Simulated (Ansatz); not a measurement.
Geometry optimisation of CH8OSiSn (`O[CH]([SiH3])[SnH3]`).

```yaml
crystal:
  periodic: [false, false, false]
  atoms:
    - {symbol: O, position_ang: [0.093380, 1.786701, 0.441297]}
    - {symbol: C, position_ang: [-0.461338, 0.539634, 0.035382]}
    - {symbol: Si, position_ang: [-0.639859, -0.569361, 1.569134]}
    - {symbol: Sn, position_ang: [0.854649, -0.412729, -1.482540]}
    - {symbol: H, position_ang: [0.082563, 2.390939, -0.324523]}
    - {symbol: H, position_ang: [-1.468510, 0.642392, -0.437050]}
    - {symbol: H, position_ang: [0.704955, -0.824096, 2.190431]}
    - {symbol: H, position_ang: [-1.233631, -1.879985, 1.122071]}
    - {symbol: H, position_ang: [-1.540693, 0.062090, 2.597004]}
    - {symbol: H, position_ang: [1.254070, 0.877741, -2.574498]}
    - {symbol: H, position_ang: [0.120207, -1.706901, -2.370568]}
    - {symbol: H, position_ang: [2.311207, -0.961825, -0.732042]}
basis:
  gaussian: {orbitals: def2-TZVP}
hamiltonian: {xc: pbe0, dispersion: d4}
relax: {f_tol: 0.005, max_steps: 150}
```

```sh
$ ansatz run in.yaml --threads 4 --pin off --events-out ev --progress --plain --max-ram 10444MiB
```

Output, abridged:

```
Functional definition: PBE0
mean field -16916.84584183 eV, -621.6826180374 hartree, gradient 2.1e-5 eV, S^2 0.000000; 0 other end points of the search recorded, 0 dependent functions left out
relax step   1: F+E_penalty+E_count = -16917.07639705 eV  Δ(F+E_penalty+E_count) = +0.000e0 eV  max|allowed force component| = 6.998e-1 eV/Å  Δτ_max = 0.0000 Å  (27 SCF iters, accepted)
mean field -16916.88296660 eV, -621.6839823475 hartree, gradient 2.1e-5 eV, S^2 0.000000; 0 other end points of the search recorded, 0 dependent functions left out
relax step   2: F+E_penalty+E_count = -16917.11588103 eV  Δ(F+E_penalty+E_count) = -3.948e-2 eV  max|allowed force component| = 2.356e-1 eV/Å  Δτ_max = 0.0989 Å  (31 SCF iters, accepted)
mean field -16916.89082285 eV, -621.6842710594 hartree, gradient 2.1e-5 eV, S^2 0.000000; 0 other end points of the search recorded, 0 dependent functions left out
relax step   3: F+E_penalty+E_count = -16917.12339887 eV  Δ(F+E_penalty+E_count) = -7.518e-3 eV  max|allowed force component| = 9.803e-2 eV/Å  Δτ_max = 0.0260 Å  (30 SCF iters, accepted)
mean field -16916.89056833 eV, -621.6842617058 hartree, gradient 2.1e-5 eV, S^2 0.000000; 0 other end points of the search recorded, 0 dependent functions left out
relax step   4: F+E_penalty+E_count = -16917.12325661 eV  Δ(F+E_penalty+E_count) = +1.423e-4 eV  max|allowed force component| = 7.099e-2 eV/Å  Δτ_max = 0.0562 Å  (29 SCF iters, rejected (line search))
mean field -16916.89189761 eV, -621.6843105561 hartree, gradient 2.1e-5 eV, S^2 0.000000; 0 other end points of the search recorded, 0 dependent functions left out
relax step   5: F+E_penalty+E_count = -16917.12440473 eV  Δ(F+E_penalty+E_count) = -1.006e-3 eV  max|allowed force component| = 2.008e-2 eV/Å  Δτ_max = 0.0275 Å  (30 SCF iters, accepted)
mean field -16916.89239075 eV, -621.6843286785 hartree, gradient 2.1e-5 eV, S^2 0.000000; 0 other end points of the search recorded, 0 dependent functions left out
relax step   6: F+E_penalty+E_count = -16917.12487402 eV  Δ(F+E_penalty+E_count) = -4.693e-4 eV  max|allowed force component| = 1.027e-2 eV/Å  Δτ_max = 0.0334 Å  (31 SCF iters, accepted)
mean field -16916.89245652 eV, -621.6843310955 hartree, gradient 2.1e-5 eV, S^2 0.000000; 0 other end points of the search recorded, 0 dependent functions left out
relax step   7: F+E_penalty+E_count = -16917.12499786 eV  Δ(F+E_penalty+E_count) = -1.238e-4 eV  max|allowed force component| = 9.933e-3 eV/Å  Δτ_max = 0.0228 Å  (31 SCF iters, accepted)
mean field -16916.89251223 eV, -621.6843331429 hartree, gradient 2.1e-5 eV, S^2 0.000000; 0 other end points of the search recorded, 0 dependent functions left out
relax step   8: F+E_penalty+E_count = -16917.12508162 eV  Δ(F+E_penalty+E_count) = -8.376e-5 eV  max|allowed force component| = 1.701e-2 eV/Å  Δτ_max = 0.0245 Å  (31 SCF iters, accepted)
mean field -16916.89253484 eV, -621.6843339739 hartree, gradient 2.1e-5 eV, S^2 0.000000; 0 other end points of the search recorded, 0 dependent functions left out
relax step   9: F+E_penalty+E_count = -16917.12512498 eV  Δ(F+E_penalty+E_count) = -4.336e-5 eV  max|allowed force component| = 1.066e-2 eV/Å  Δτ_max = 0.0094 Å  (32 SCF iters, accepted)
mean field -16916.89254967 eV, -621.6843345189 hartree, gradient 2.1e-5 eV, S^2 0.000000; 0 other end points of the search recorded, 0 dependent functions left out
relax step  10: F+E_penalty+E_count = -16917.12515207 eV  Δ(F+E_penalty+E_count) = -2.710e-5 eV  max|allowed force component| = 1.073e-2 eV/Å  Δτ_max = 0.0068 Å  (32 SCF iters, accepted)
mean field -16916.89254427 eV, -621.6843343203 hartree, gradient 2.1e-5 eV, S^2 0.000000; 0 other end points of the search recorded, 0 dependent functions left out
relax step  11: F+E_penalty+E_count = -16917.12516380 eV  Δ(F+E_penalty+E_count) = -1.173e-5 eV  max|allowed force component| = 8.827e-3 eV/Å  Δτ_max = 0.0064 Å  (32 SCF iters, accepted)
mean field -16916.89255931 eV, -621.6843348728 hartree, gradient 2.1e-5 eV, S^2 0.000000; 0 other end points of the search recorded, 0 dependent functions left out
relax step  12: F+E_penalty+E_count = -16917.12516867 eV  Δ(F+E_penalty+E_count) = -4.865e-6 eV  max|allowed force component| = 5.249e-3 eV/Å  Δτ_max = 0.0052 Å  (33 SCF iters, accepted)
mean field -16916.89256044 eV, -621.6843349147 hartree, gradient 2.1e-5 eV, S^2 0.000000; 0 other end points of the search recorded, 0 dependent functions left out
relax step  13: F+E_penalty+E_count = -16917.12517193 eV  Δ(F+E_penalty+E_count) = -3.259e-6 eV  max|allowed force component| = 2.626e-3 eV/Å  Δτ_max = 0.0013 Å  (33 SCF iters, accepted)
mean field -16916.89256044 eV, -621.6843349147 hartree, gradient 2.1e-5 eV, S^2 0.000000; 1 other end points of the search recorded, 0 dependent functions left out
Total energy: -16917.12521564 eV, -621.6928848353 hartree
Atom 0 at     0.035069     1.800540     0.420041 Å, force    -0.000926     0.000395    -0.001674 eV/Å
Atom 1 at    -0.456711     0.524235     0.027424 Å, force    -0.000753    -0.002626     0.001889 eV/Å
Atom 2 at    -0.609955    -0.556393     1.557373 Å, force    -0.000036     0.001532    -0.002013 eV/Å
Atom 3 at     0.848221    -0.402172    -1.457214 Å, force    -0.000006    -0.000294    -0.000205 eV/Å
Atom 4 at     0.075123     2.375724    -0.348957 Å, force     0.000228     0.000750     0.000704 eV/Å
Atom 5 at    -1.450296     0.598141    -0.437642 Å, force     0.002480     0.000199     0.000845 eV/Å
Atom 6 at     0.720357    -0.741663     2.191865 Å, force     0.000460    -0.000114     0.000078 eV/Å
Atom 7 at    -1.123060    -1.880662     1.108554 Å, force    -0.000328    -0.000288    -0.000013 eV/Å
Atom 8 at    -1.550340     0.025119     2.551992 Å, force    -0.000462     0.000097     0.000508 eV/Å
Atom 9 at     1.321937     0.876101    -2.496266 Å, force    -0.000182    -0.000326     0.000305 eV/Å
Atom 10 at     0.032539    -1.601455    -2.361109 Å, force     0.000225     0.000221    -0.000265 eV/Å
Atom 11 at     2.234118    -1.072917    -0.721963 Å, force    -0.000701     0.000454    -0.000161 eV/Å
Dipole moment:    -0.131695     0.074948    -0.280920 e Å
```

Run time 51 s (4 threads of an Arm Neoverse V1 on a shared host); peak host memory 0.54 GiB.
